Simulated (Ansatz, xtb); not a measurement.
Relative energy of two structures of GeH5Si2

We compare a, a doublet given by its coordinates, with b, a doublet given by its coordinates. Both are isolated molecules in the gas phase, relaxed with PBE0-D3(BJ)/def2-SVP.

a (Å):

```csv
atom,x (Å),y (Å),z (Å)
Ge,1.6070,0.2108,-0.5027
Si,2.7954,-1.5112,0.5165
Si,0.6161,0.8218,1.6562
H,3.4308,-2.6431,-0.2334
H,3.3400,-1.5281,1.9141
H,0.3656,2.2985,1.6949
H,1.4250,0.4616,2.8665
H,-0.7151,0.1406,1.7697
```

Close contacts (Å): Ge1–Si2 2.33, Ge1–Si3 2.45, Si2–H4 1.50, Si2–H5 1.50, Si3–H6 1.50, Si3–H7 1.50, Si3–H8 1.50.

b (Å):

```xyz
8

Ge   -1.0865    0.6648    2.0382
Si    2.7026   -0.7991    0.7119
Si    1.2706    0.6918    1.8149
H     1.8944   -1.8935    0.0957
H     3.6820   -1.3920    1.6770
H     3.4701   -0.0887   -0.3596
H     2.0826    1.7919    2.4375
H    -1.0732   -0.6800    1.1741
```

Close contacts (Å): Ge1–Si3 2.37, Si2–Si3 2.34, Ge1–H8 1.60, Si2–H4 1.49, Si2–H5 1.50, Si2–H6 1.50, Si3–H7 1.50.

Quicker runs give these differences E(b) − E(a): GFN2-xTB +0.280 eV; HF/STO-3G +0.064 eV (at GFN2-xTB geometries); r2SCAN-D4/def2-SVP +0.064 eV (at GFN2-xTB geometries).

**Question.** Estimate E(b) − E(a) at the level CCSD(T)/def2-SVP.

**Answer.** Calculated at CCSD(T)/def2-SVP: E(b) − E(a) = +0.105 eV, so structure a lies lower.

The same difference at several levels:

```json
{"level": "GFN2-xTB", "geometry": "GFN2-xTB", "E(b) − E(a) (eV)": "+0.280", "departure from the last row (eV)": "+0.175", "job, with rough time for the two": "optimisation, 0.4 s"}
{"level": "HF/STO-3G", "geometry": "GFN2-xTB", "E(b) − E(a) (eV)": "+0.064", "departure from the last row (eV)": "−0.042", "job, with rough time for the two": "single point, 2.1 s"}
{"level": "r2SCAN-D4/def2-SVP", "geometry": "GFN2-xTB", "E(b) − E(a) (eV)": "+0.064", "departure from the last row (eV)": "−0.041", "job, with rough time for the two": "single point, 5.6 s"}
{"level": "PBE0-D3(BJ)/def2-SVP", "geometry": "PBE0-D3(BJ)/def2-SVP", "E(b) − E(a) (eV)": "+0.113", "departure from the last row (eV)": "+0.007", "job, with rough time for the two": "optimisation, 2.5 min"}
{"level": "HF/def2-SVP", "geometry": "PBE0-D3(BJ)/def2-SVP", "E(b) − E(a) (eV)": "+0.079", "departure from the last row (eV)": "−0.026", "job, with rough time for the two": "part of the CCSD(T) run"}
{"level": "MP2/def2-SVP", "geometry": "PBE0-D3(BJ)/def2-SVP", "E(b) − E(a) (eV)": "+0.055", "departure from the last row (eV)": "−0.051", "job, with rough time for the two": "part of the CCSD(T) run"}
{"level": "CCSD(T)/def2-SVP", "geometry": "PBE0-D3(BJ)/def2-SVP", "E(b) − E(a) (eV)": "+0.105", "departure from the last row (eV)": "", "job, with rough time for the two": "single point, 28 s"}
```

None of the levels shown reverses the order. The largest departure from CCSD(T)/def2-SVP is that of GFN2-xTB, 0.175 eV.

With harmonic frequencies from PBE0-D3(BJ)/def2-SVP (ideal gas, rigid rotor, one conformer each, 298.15 K, 1 atm): on the last row, ΔE + ΔZPE = +0.082 eV. A mode under 50 cm⁻¹ makes harmonic enthalpies and free energies unreliable, so none is given.

Open shells are spin-unrestricted, with notable spin contamination under HF/def2-SVP, MP2/def2-SVP, CCSD(T)/def2-SVP. The correlated steps freeze 19 core orbitals; the filled d shell of Ge is correlated, in a basis made for valence electrons. Codes used: Ansatz 0.2.0, xtb 6.7.1; the last row on 2 threads of Intel(R) Xeon(R) Platinum 8259CL CPU @ 2.50GHz (Skylake/Cascade Lake) on a shared host.
